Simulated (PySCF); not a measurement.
Which level of theory gave which numbers?

Species: C2H7FSi2.
Structure used (PBE0-D3(BJ)/def2-SVP), in Å, numbered top down from 1:
```xyz
12
C2H7FSi2 angstrom
C     -1.6313    0.4670    0.9994
C     -1.5196   -0.4276    0.0100
Si     0.0708   -0.7654   -0.8967
F      0.4467   -2.3508   -0.7450
Si     1.8495    0.4990   -0.0332
H     -2.5851    0.6656    1.5006
H     -0.7754    1.0494    1.3614
H     -2.4204   -0.9778   -0.2950
H     -0.1079   -0.5227   -2.3606
H      1.9597    0.3217    1.4476
H      1.6271    1.9503   -0.3239
H      3.1311    0.0706   -0.6708
```

The closed-shell ground state was solved 7 times with PySCF (density fitting, gas phase), always in the pcSseg-2 basis (292 functions), with these functionals: B3LYP, BHandHLYP, CAM-B3LYP, HF, LC-wPBE, PBE and PBE0.

| row | total energy (Eh) | HOMO (eV) | LUMO (eV) | dipole (D) |
| --- | --- | --- | --- | --- |
| P | -758.9459 | -8.17 | -1.15 | 1.98 |
| Q | -758.8815 | -7.00 | -2.12 | 1.88 |
| R | -759.3016 | -9.22 | -0.10 | 2.05 |
| S | -757.2498 | -10.72 | 2.36 | 2.13 |
| T | -759.1000 | -10.80 | 1.10 | 1.99 |
| U | -759.4442 | -7.97 | -1.35 | 1.95 |
| V | -759.3360 | -9.48 | -0.03 | 1.99 |

**Question.** Which functional belongs to which row?

**Answer.** P = PBE0, Q = PBE, R = BHandHLYP, S = HF, T = LC-wPBE, U = B3LYP, V = CAM-B3LYP. By rising HOMO–LUMO gap: PBE (GGA) 4.88 eV; B3LYP (global hybrid, 20 % exact exchange) 6.62 eV; PBE0 (global hybrid, 25 % exact exchange) 7.02 eV; BHandHLYP (global hybrid, 50 % exact exchange) 9.12 eV; CAM-B3LYP (range-separated hybrid) 9.45 eV; LC-wPBE (range-separated hybrid) 11.90 eV; HF (all exact exchange) 13.08 eV. Total energies of different functionals aren't bounds to one another; each is stationary for its own functional.

One conformer stands for the species.
